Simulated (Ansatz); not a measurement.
Ansatz (a quantum-chemistry and plane-wave program) input (CCSD(T)/cc-pV(D+d)Z):
A basis named .json is the Basis Set Exchange file of that set.

Ansatz 0.2 input:
```yaml
crystal:
  periodic: [false, false, false]
  atoms:
    - {symbol: Si, position_ang: [-0.75426343, -0.73956158, 0.17256224]}
    - {symbol: C, position_ang: [-2.07693290, 0.50048613, -0.02187272]}
    - {symbol: F, position_ang: [-0.75713552, -1.88747536, -0.91375377]}
    - {symbol: O, position_ang: [0.79722634, 0.02767090, -0.32150914]}
    - {symbol: Si, position_ang: [1.72643420, 1.34086015, 0.45879182]}
    - {symbol: H, position_ang: [-0.45339021, -1.25825040, 1.50684190]}
    - {symbol: H, position_ang: [-2.13279233, 0.87229367, -1.04645441]}
    - {symbol: H, position_ang: [-3.03806845, 0.04241037, 0.22741870]}
    - {symbol: H, position_ang: [-1.93176015, 1.34380369, 0.65735369]}
    - {symbol: H, position_ang: [0.86975852, 1.59343454, 1.62313335]}
    - {symbol: H, position_ang: [3.02795080, 0.73570801, 0.75695334]}
    - {symbol: H, position_ang: [1.74962476, 2.41540500, -0.53835722]}
    - {symbol: H, position_ang: [1.19629242, -0.39999049, -1.09875283]}
basis:
  gaussian:
    orbitals: cc-pV_D+d_Z.json
total_charge: 1
magnetization: {spin_polarized: false}
correlation: {method: ccsd_t, electrons: outside_noble_gas}
```

Output:

```
Functional definition: HF
integrals: 0.26 GiB planned
1243 factors; integrals over basis functions are off by at most 9.3e-4 eV
0.73 GiB of device memory are held for the factors and their scratch space
mean field: 0.74 GiB planned
mean field evaluation 1: about -21616.4083 eV, gradient 5.3e1 eV
mean field evaluation 2: about -21616.4820 eV, gradient 5.3e1 eV
mean field evaluation 4: about -21622.1185 eV, gradient 3.5e0 eV
mean field evaluation 8: about -21622.1755 eV, gradient 1.8e-1 eV
mean field evaluation 16: about -21622.0826 eV, gradient 1.1e0 eV
mean field -21622.17565464 eV, -794.6002992710 hartree, gradient 6.2e-6 eV, S^2 0.000000; 0 other end points of the search recorded, 0 dependent functions left out
13 core orbitals not correlated
reference -21622.17565464 eV, -794.6002992710 hartree; 16, 16 occupied and 99, 99 virtual orbitals, 1243 factors
second order -19.36824250 eV of doubles, -0.00000000 eV of singles
coupled cluster: 1.31 GiB planned
cycle   1  -20.26156263 eV  change   -8.9e-1 eV  update   1.0e-1
cycle   2  -20.79726907 eV  change   -5.4e-1 eV  update   2.9e-2
cycle   3  -20.91721691 eV  change   -1.2e-1 eV  update   1.4e-2
cycle   4  -20.91298982 eV  change    4.2e-3 eV  update   2.8e-3
cycle   5  -20.91211383 eV  change    8.8e-4 eV  update   1.1e-3
cycle   6  -20.91243578 eV  change   -3.2e-4 eV  update   2.9e-4
cycle   7  -20.91231983 eV  change    1.2e-4 eV  update   1.1e-4
cycle   8  -20.91226422 eV  change    5.6e-5 eV  update   3.3e-5
cycle   9  -20.91226687 eV  change   -2.7e-6 eV  update   1.2e-5
perturbative correction -0.43988618 eV, -0.0161655190 hartree
Total energy: -21643.52780770 eV, -795.3849764228 hartree
```

It need not be the lowest isomer of its formula.
